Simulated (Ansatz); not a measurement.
`N=[C](O)[AlH][F]` and `N=[C](Cl)[AlH][F]` differ in one atom or group.

Ansatz, PBE0-D4/def2-TZVP geometries, multiplicity 1. Each molecule was computed in one conformer, which needn't be the lowest.

```
                                          property  `N=[C](O)[AlH][F]`
             HOMO–LUMO gap (B3LYP/def2-TZVPP) / eV                6.10
              HOMO–LUMO gap (PBE0/def2-TZVPP) / eV                6.57
                 LUMO energy (PBE/def2-TZVPP) / eV               -2.35
size of the dipole moment (ωB97M-V/def2-TZVPP) / D                2.52
               LUMO energy (B3LYP/def2-TZVPP) / eV               -1.76
    size of the dipole moment (PBE/def2-TZVPP) / D                2.54
```

(1) What does the change do to each property? (An estimate is asked.)

Answers

(1) The calculation gave: 
```tsv
property	`N=[C](Cl)[AlH][F]`	shift
HOMO–LUMO gap (B3LYP/def2-TZVPP) / eV	5.62	-0.48
HOMO–LUMO gap (PBE0/def2-TZVPP) / eV	6.07	-0.50
LUMO energy (PBE/def2-TZVPP) / eV	-2.96	-0.61
size of the dipole moment (ωB97M-V/def2-TZVPP) / D	1.10	-1.42
LUMO energy (B3LYP/def2-TZVPP) / eV	-2.32	-0.56
size of the dipole moment (PBE/def2-TZVPP) / D	1.15	-1.39
```

With PBE0 the HOMO falls by 0.08 eV and the LUMO falls by 0.57 eV, so the gap narrows by about 0.49 eV. PBE moves the HOMO by -0.18 eV and ωB97M-V by 0.07 eV. Dipoles are sizes alone; their direction can turn.

B3LYP here is the variant with VWN-RPA as its local correlation; programs differ in this.
